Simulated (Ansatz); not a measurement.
An input meant for the cluster MgSe₂ (charge 0, singlet; atoms displaced at random, 0.03 Å in each coordinate; with a point charge).

```yaml
crystal:
  periodic: [false, false, false]
  atoms:
    - {symbol: Mg, position_ang: [0.031883, 0.667673, 0.659937]}
    - {symbol: Se, position_ang: [0.106459, 0.318286, -0.814990]}
    - {symbol: Se, position_ang: [-0.130424, -0.810238, 0.292302]}
basis:
  gaussian: {orbitals: cc-pVDZ, point_charges: [{charge: 2.00, position_ang: [4.315, 0.442, 0.912]}]}
magnetization: {spin_polarized: true, initial_magnetization: 0}
hamiltonian: {xc: {name: wPBEh}}
scf: {omitted_lower_state_checks: [starts]}
output: {forces: true}
```

```sh
$ ansatz run in.yaml --threads 4 --pin off --events-out ev --progress --plain --max-ram 3916MiB
```

It prints (some lines left out):

```
Functional definition: wPBEh
829 factors; integrals over basis functions are off by at most 5.6e-4 eV
61 factors; integrals over basis functions are off by at most 8.8e-7 eV
mean field evaluation 1: about -136085.1830 eV, gradient 1.9e1 eV
mean field evaluation 2: about -136075.9951 eV, gradient 3.7e1 eV
mean field evaluation 4: about -136087.7582 eV, gradient 2.9e0 eV
mean field evaluation 8: about -136087.8269 eV, gradient 1.8e0 eV
mean field evaluation 16: about -136087.8649 eV, gradient 4.7e-4 eV
mean field evaluation 32: about -136088.3118 eV, gradient 1.7e-5 eV
mean field -136088.31183647 eV, -5001.1532160194 hartree, gradient 1.7e-5 eV, S^2 0.986201; 0 other end points of the search recorded, 0 dependent functions left out
reference -136088.31187386 eV, -5001.1532173936 hartree; 40, 40 occupied and 32, 32 virtual orbitals, 829 factors
Total energy: -136088.31187386 eV, -5001.1532173936 hartree
Atom 0 at     0.031883     0.667673     0.659937 Å, force     4.320388    56.034524    58.689386 eV/Å
Atom 1 at     0.106459     0.318286    -0.814990 Å, force    10.603674    28.276255   -86.219467 eV/Å
Atom 2 at    -0.130424    -0.810238     0.292302 Å, force   -13.510613   -84.488200    27.559486 eV/Å
Dipole moment:    -1.578936     0.009796    -0.136740 e Å
Checks for a lower state left out: starts
```

**Question.** Something in this input is off. What?

**Answer.** The geometry is squeezed to about two thirds of its size. Self-consistency was reached. The result belongs to that input, not to the species as meant. The unrestricted singlet has broken spin symmetry (⟨S²⟩ up to 0.99).
